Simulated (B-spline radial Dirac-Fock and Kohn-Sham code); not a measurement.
Method: multi-electron Dirac-Fock with separately optimised hole states, Breit and Lamb-shift corrections added in first order. Computed with a radial finite-basis atomic code. Electron correlation is not included.

**Question.** Identify the element and charge state from the binding energies below (tabulated ground configuration; the least bound level is included).

```
level  binding energy (eV)
   L3               3116.8
   M1                740.3
   M3                608.7
   N1                188.5
   N2                151.8
   N3                147.4
 N4,5                95.68
```

**Answer.** Rh⁶⁺: Z = 45 with 39 electrons, [Kr] 4d3.
